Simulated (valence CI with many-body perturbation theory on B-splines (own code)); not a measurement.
Cs33+: magnetic and hyperfine properties of the levels

Computed by configuration interaction combined with many-body perturbation theory (CI+MBPT): four valence electrons over a frozen Dirac-Fock core [Ar], a basis of 7 s, 7 p, 8 d, 6 f, 4 g, 1 h functions for each j, with the one-electron correlation potential Σ1, the two-electron term Σ2, the three-electron term Σ3, Breit, model QED; selected CI, second order for the rest, scaled by the run's own slope (own B-spline code, finite nucleus).

The last digits are not significant, and no measured levels were compared; by estimate large intervals hold to a few tenths of a per cent, small ones and those within an open d or f shell to about a per cent. Only levels of the ground parity were solved; by the run's estimate the other parity begins above the list, which can be wrong where configurations are misplaced.

A/g_I is the dipole constant over the nuclear g factor μ/I (μ in nuclear magnetons, uniformly magnetised nucleus), B/Q the quadrupole constant per barn. Both hold the static response of the core; the bare values leave it out. Large factors of s and p1/2 electrons are usually good to 5 to 10 %; those of open d and f shells near neutrality can be off by tens of per cent, and small factors of p3/2, d and f electrons come from cancelling terms and can be off by a factor of two or in sign, in half-filled shells by more. B is blank for J = 1/2, where it vanishes, and for nearly pure S terms. Energies count from the lowest level. Levels with J = 0 are left out.

Levels are named by their leading jj configuration (3d3/2^4 stands for four electrons in 3d with j = 3/2), which in mixed levels can hold well under half, so a name can repeat and another be missing. Letters in brackets count levels of one name in rising energy.

| Level | E (cm⁻¹) | g | A/g_I (MHz) | A/g_I bare | B/Q (MHz/b) | B/Q bare |
| --- | --- | --- | --- | --- | --- | --- |
| (3d3/2^3 3d5/2) J=1 | 91230 | 1.495 | -1110 | -434 | 7560 | 7690 |
| (3d3/2^3 3d5/2) J=2 | 142630 | 1.384 | 8890 | 9400 | 9430 | 9600 |
| (3d3/2^3 3d5/2) J=4 | 158960 | 1.155 | 19300 | 19600 | -3450 | -3540 |
| (3d3/2^3 3d5/2) J=3 | 167360 | 1.305 | 14600 | 15000 | 2630 | 2660 |
| (3d3/2^2 3d5/2^2) J=4 [a] | 249140 | 1.139 | 16700 | 16900 | -5870 | -6000 |
| (3d3/2^2 3d5/2^2) J=2 [a] | 266110 | 0.995 | 14200 | 14300 | 12900 | 13200 |
| (3d3/2^2 3d5/2^2) J=3 [a] | 267640 | 1.017 | 17500 | 17600 | 3950 | 4020 |
| (3d3/2^2 3d5/2^2) J=5 | 288080 | 1.077 | 18900 | 19100 | 17200 | 17600 |
| (3d3/2^2 3d5/2^2) J=1 | 298480 | 1.245 | 18200 | 18500 | 174 | 163 |
| (3d3/2^2 3d5/2^2) J=6 | 304130 | 1.093 | 19800 | 19900 | 19600 | 19900 |
| (3d3/2^2 3d5/2^2) J=4 [b] | 327060 | 1.028 | 21500 | 21600 | -8140 | -8280 |
| (3d3/2^2 3d5/2^2) J=2 [b] | 334520 | 1.149 | 17500 | 17700 | 4190 | 4260 |
| (3d3/2^2 3d5/2^2) J=3 [b] | 336260 | 1.150 | 19800 | 20000 | 7230 | 7370 |
| (3d3/2 3d5/2^3) J=4 [a] | 381040 | 1.191 | 14100 | 14400 | 4730 | 4810 |
| (3d3/2^2 3d5/2^2) J=2 [c] | 393760 | 1.048 | 25100 | 25200 | 719 | 723 |
| (3d3/2 3d5/2^3) J=3 [a] | 410030 | 1.103 | 13400 | 13600 | 543 | 560 |
| (3d3/2 3d5/2^3) J=5 | 433830 | 1.146 | 16400 | 16600 | -11200 | -11400 |
| (3d3/2 3d5/2^3) J=1 [a] | 437620 | 0.786 | 22800 | 22600 | 8290 | 8440 |
| (3d3/2 3d5/2^3) J=6 | 442580 | 1.063 | 18900 | 19000 | 23600 | 24100 |
| (3d3/2^2 3d5/2^2) J=4 [c] | 447980 | 1.118 | 15500 | 15700 | 17600 | 17900 |
| (3d3/2^2 3d5/2^2) J=2 [d] | 468040 | 1.346 | 13500 | 13900 | -4340 | -4400 |
| (3d3/2 3d5/2^3) J=2 | 493510 | 0.990 | 21700 | 21700 | 16300 | 16600 |
| (3d3/2 3d5/2^3) J=3 [b] | 495690 | 1.083 | 17900 | 18100 | 11500 | 11800 |
| (3d3/2 3d5/2^3) J=3 [c] | 568250 | 1.061 | 20200 | 20300 | 26200 | 26600 |
| (3d3/2 3d5/2^3) J=4 [b] | 572100 | 1.047 | 18200 | 18300 | 11600 | 11800 |
| (3d3/2 3d5/2^3) J=1 [b] | 572830 | 1.455 | 3850 | 4460 | -11100 | -11200 |
| (3d5/2^4) J=2 [a] | 586430 | 1.043 | 19700 | 19800 | -3450 | -3520 |
| (3d5/2^4) J=4 | 601170 | 1.135 | 16300 | 16500 | -10600 | -10700 |
| (3d5/2^4) J=2 [b] | 689730 | 1.002 | 17100 | 17200 | -12100 | -12300 |

**Question.** Take the isotope of mass number 134, with I = 4, μ = 2.9893 μN and Q = 0.37 b. What is the hyperfine structure of (3d3/2^3 3d5/2) J=2?

**Answer.** From the table A = 6640 MHz, B = 3490 MHz. Shifts from the centre of gravity in MHz: F = 2: -64700, F = 3: -46300, F = 4: -20900, F = 5: 12200, F = 6: 54000.
